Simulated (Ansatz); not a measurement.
Caution: the highest occupied level lies above zero, a sign of self-interaction error and of too few diffuse functions.

Species: H2Al, SMILES `[AlH2-]` (charge -1, multiplicity 1).

**Question.** Give a relaxed geometry from B3LYP-D3(BJ)/def2-TZVPD in Ansatz (an electronic-structure program).

**Answer.** the end point of this relaxation (outside a Z-matrix the atoms follow the SMILES, hydrogens last).
Z-matrix (Å, degrees):
```
Al
H 1 1.6963
H 1 1.6963 2 93.47
```
